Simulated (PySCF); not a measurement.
C2H5Si, SMILES [CH2][Si]C (connectivity only; charge and spin as stated), charge +1, multiplicity 1.

Geometry optimised at TPSSh-D3(BJ)/def2-TZVP. The multiplicity is an assumed one; other spin states were not compared. The isomer is the one that the SMILES or the coordinates give; other isomers of the formula were not compared.

These are PBE0/def2-TZVPD in PySCF values and carry that method's errors.

Isolated molecule, no solvent.

```
Quantity                                                          Result
------------------------------------------------  ----------------------
total energy                                          -368.15150 hartree
point group                                                           Cs
highest occupied level                                         -12.97 eV
lowest empty level                                              -8.52 eV
orbital gap                                                      4.45 eV
dipole moment about the centre of nuclear charge                  0.85 D
mean static polarisability                          49.7 bohr³ (7.36 Å³)
polarisability, principal values                  36.2, 40.8, 72.1 bohr³
```
